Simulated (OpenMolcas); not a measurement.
**As: effect of the active space**

```
Program             : OpenMolcas
Method              : SS-CASPT2 or its RAS form, IPEA 0.25 Eh, imaginary shift 0.1 Eh
Basis               : ANO-RCC-VTZP
Scalar Hamiltonian  : DKH2, point nucleus
Spin-orbit coupling : state interaction with AMFI integrals over the reference wave functions, term energies averaged over their components
```

A. 3 electrons in 3 orbitals (4p); 2S+1 = 4 odd, 1 root; 2S+1 = 2 odd, 8 roots; closed shells correlated: 3d 4s; CASPT2 step roughly 1.1 core-seconds
B. 5 electrons in 8 orbitals (4s 4p 5s 5p); 2S+1 = 4 odd, 1 root; 2S+1 = 2 odd, 8 roots; 2S+1 = 4 even, 3 roots; closed shells correlated: 3d; CASPT2 step roughly 5 core-seconds
C. 5 electrons in 9 orbitals (RAS2 4s 4p; RAS3 4d, at most 2 electrons); 2S+1 = 4 odd, 1 root; 2S+1 = 2 odd, 8 roots; 2S+1 = 4 even, 3 roots; 2S+1 = 2 even, 5 roots (0 in the spin-orbit step); closed shells correlated: 3d; CASPT2 step of the order of 8 core-seconds

Energies in cm-1 above 4s2 4p3 4S* 3/2, the measured ground level; measured values from NIST Handbook of Basic Atomic Spectroscopic Data.

```
          Level      A      B      C  Measured
4s2 4p3 4S* 3/2    0.0    0.0    0.0       0.0
4s2 4p3 2D* 3/2  11600  11790  11480     10593
4s2 4p3 2D* 5/2  11810  12050  11710     10915
4s2 4p3 2P* 1/2  19890  19160  19390     18186
4s2 4p3 2P* 3/2  20170  19450  19660     18648
```

Deviations, from unrounded energies. A percentage is the sum of absolute deviations over the sum of measured energies, with the sign that they share, or ± where signs differ.

```
                        Against measurement  Levels     A     B     C
             mean absolute deviation (cm-1)       4  1300  1000   970
other terms of the ground configuration (%)       4  +8.8  +7.0  +6.7
```

B, C lie about equally close to measurement and A furthest from it. The largest miss of C in the table is 4s2 4p3 2P* 1/2, by +1200 cm-1. The ranking rests on the paired levels alone, and a cruder setting can come out closer through cancelling errors.

Among A to C the level of the table that moves most is 4s2 4p3 2P* 1/2, by 730 cm-1 (lowest in B, highest in A). Moves below CASPT2's spread within the term are not significant.

CASPT2 does not keep the components of a term degenerate, so their means are used; among the terms shown or strongly mixed into the levels shown the widest spread is 180 cm-1 (4s2 4p3 2D*, A). With the s shell closed, the reference lacks s² → p² mixing (holds for A). Active for correlation alone: 5p 5s; no level in the range computed is led by a configuration that fills them, so any true level of that kind is missing (holds for B). Some high roots are left out of the spin-orbit mixing, which shifts the levels that they would mix with (holds for C). Active for correlation alone: 4d; no level in the range computed is led by a configuration that fills it, so any true level of that kind is missing (holds for C). Measured partners are found by configuration, term and J. A level has none where our copy of the source lacks it or the pairing is in doubt (some pairs that miss far off the trend of their configuration count as doubtful), and it then counts in no deviation. Only configurations of the active space appear. The table leaves out levels that lie high or whose names do not pair safely across all columns.

* marks odd parity.
